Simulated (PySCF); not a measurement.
AsGa (SMILES [Ga]=[As]), triplet, at a GFN2-xTB geometry (such geometries of metal compounds can be far from the true shape); R2SCAN/def2-SV(P) (PySCF).

The PySCF input:
```python
from pyscf import gto, scf, dft

mol = gto.Mole()
mol.atom = '''
    Ga   -0.00000000   -0.00000000   -1.21454477
    As    0.00000000    0.00000000    1.14093600
'''
mol.basis = 'def2-sv(p)'
mol.spin = 2
mol.verbose = 4
mol.symmetry = True
mol.build()

mf = dft.UKS(mol)
mf.xc = 'r2scan'
mf.kernel()
mf.analyze()
```

Task: Predict the main parts of the log of this PySCF run.

Result: 
```
PySCF version 2.14.0

[INPUT] verbose = 4
[INPUT] num. atoms = 2
[INPUT] num. electrons = 64
[INPUT] charge = 0
[INPUT] spin (= nelec alpha-beta = 2S) = 2
[INPUT] symmetry True subgroup None
[INPUT] Mole.unit = angstrom
[INPUT] Symbol           X                Y                Z      unit          X                Y                Z       unit  Magmom
[...]
nuclear repulsion = 229.824965529717
point group symmetry = Coov
symmetry origin: [0.00000000e+00 0.00000000e+00 3.83850618e-09]
symmetry axis x: [1. 0. 0.]
symmetry axis y: [0. 1. 0.]
symmetry axis z: [0. 0. 1.]
num. orbitals of irrep A1 = 24
num. orbitals of irrep E1x = 14
num. orbitals of irrep E1y = 14
num. orbitals of irrep E2x = 6
num. orbitals of irrep E2y = 6
number of shells = 24
number of NR pGTOs = 148
number of NR cGTOs = 64
basis = def2-sv(p)
ecp = {}

******** <class 'pyscf.dft.uks_symm.SymAdaptedUKS'> ********
method = SymAdaptedUKS
initial guess = minao
damping factor = 0
level_shift factor = 0
DIIS = <class 'pyscf.scf.diis.CDIIS'>
diis_start_cycle = 1
diis_space = 8
diis_damp = 0
SCF conv_tol = 1e-09
SCF conv_tol_grad = None
SCF max_cycles = 50
direct_scf = True
direct_scf_tol = 1e-13
number electrons alpha = 33  beta = 31
XC library pyscf.dft.libxc version 7.1.2
    S. Lehtola, C. Steigemann, M. J. T. Oliveira, and M. A. L. Marques,  SoftwareX 7, 1–5 (2018)
XC functionals = r2scan
    J. W. Furness, A. D. Kaplan, J. Ning, J. P. Perdew, and J. Sun,  J. Phys. Chem. Lett. 11, 8208–8215 (2020)
    J. W. Furness, A. D. Kaplan, J. Ning, J. P. Perdew, and J. Sun,  J. Phys. Chem. Lett. 11, 9248–9248 (2020)
    J. W. Furness, A. D. Kaplan, J. Ning, J. P. Perdew, and J. Sun,  J. Phys. Chem. Lett. 11, 8208–8215 (2020)
    J. W. Furness, A. D. Kaplan, J. Ning, J. P. Perdew, and J. Sun,  J. Phys. Chem. Lett. 11, 9248–9248 (2020)
radial grids:
    Treutler-Ahlrichs [JCP 102, 346 (1995); DOI:10.1063/1.469408] (M4) radial grids

becke partition: Becke, JCP 88, 2547 (1988); DOI:10.1063/1.454033
pruning grids: <function nwchem_prune>
grids dens level: 3
symmetrized grids: True
atomic radii adjust function: <function treutler_atomic_radii_adjust>
small_rho_cutoff = 0
Freeze 0 electrons in irreps []
    64 free electrons in irreps A1 E1x E1y E2x E2y
Set gradient conv threshold to 3.16228e-05
tot grids = 41328
init E= -4158.92942314279

cycle= 1 E= -4160.07319685191  delta_E= -1.14  |g|= 0.39  |ddm|= 1.26

cycle= 2 E= -4159.1508644861  delta_E= 0.922  |g|= 1.02  |ddm|= 1.77

[...]
SCF not converged.
Total Energy =                       -4160.149390264426984
[...]
beta  MO #28 (E1y #6), energy= -0.76683670078991 occ= 1
beta  MO #29 (A1 #13), energy= -0.501393816715866 occ= 1
beta  MO #30 (A1 #14), energy= -0.32211705056578 occ= 1
beta  MO #31 (E1x #7), energy= -0.177460000562275 occ= 1
beta  MO #32 (E1y #7), energy= -0.177460000562275 occ= 0
beta  MO #33 (A1 #15), energy= -0.155428207544118 occ= 0
beta  MO #34 (E1x #8), energy= -0.0628386949333839 occ= 0
beta  MO #35 (E1y #8), energy= -0.0628386949333839 occ= 0
beta  MO #36 (A1 #16), energy= 0.0623726213996738 occ= 0
beta  MO #37 (A1 #17), energy= 0.115802679905811 occ= 0
beta  MO #38 (A1 #18), energy= 0.259475457157297 occ= 0
beta  MO #39 (E1x #9), energy= 0.274984217144932 occ= 0
beta  MO #40 (E1y #9), energy= 0.274984217144932 occ= 0
beta  MO #41 (A1 #19), energy= 0.304947151119782 occ= 0
beta  MO #42 (E1x #10), energy= 0.339485962898625 occ= 0
beta  MO #43 (E1y #10), energy= 0.339485962898625 occ= 0
beta  MO #44 (E2x #3), energy= 0.34367483734988 occ= 0
beta  MO #45 (E2y #3), energy= 0.34367483734988 occ= 0
beta  MO #46 (A1 #20), energy= 0.465105922599435 occ= 0
beta  MO #47 (E1x #11), energy= 0.484609696051905 occ= 0
beta  MO #48 (E1y #11), energy= 0.484609696051905 occ= 0
beta  MO #49 (E2x #4), energy= 0.496906859075963 occ= 0
beta  MO #50 (E2y #4), energy= 0.496906859075963 occ= 0
beta  MO #51 (A1 #21), energy= 0.640384959285186 occ= 0
beta  MO #52 (E1x #12), energy= 0.665792695498458 occ= 0
beta  MO #53 (E1y #12), energy= 0.665792695498458 occ= 0
beta  MO #54 (A1 #22), energy= 0.897913069948824 occ= 0
beta  MO #55 (E2x #5), energy= 2.02998709604017 occ= 0
beta  MO #56 (E2y #5), energy= 2.02998709604017 occ= 0
beta  MO #57 (E1x #13), energy= 2.08074595423808 occ= 0
beta  MO #58 (E1y #13), energy= 2.08074595423808 occ= 0
beta  MO #59 (A1 #23), energy= 2.14684335817199 occ= 0
beta  MO #60 (E2x #6), energy= 2.74508705145775 occ= 0
beta  MO #61 (E2y #6), energy= 2.74508705145775 occ= 0
beta  MO #62 (E1x #14), energy= 2.82121479086131 occ= 0
beta  MO #63 (E1y #14), energy= 2.82121479086131 occ= 0
beta  MO #64 (A1 #24), energy= 2.96750209163641 occ= 0
 ** Mulliken pop alpha/beta on meta-lowdin orthogonal AOs **
 ** Mulliken pop       alpha | beta **
In total            33.00000 | 31.00000
 ** Mulliken atomic charges   ( Nelec_alpha | Nelec_beta ) **
charge of  0Ga =      0.11055  (    15.72381     15.16564 )
charge of  1As =     -0.11055  (    17.27619     15.83436 )
Dipole moment(X, Y, Z, Debye):  0.00000,  0.00000, -1.59065
```

The run did not converge; its last values are not results.
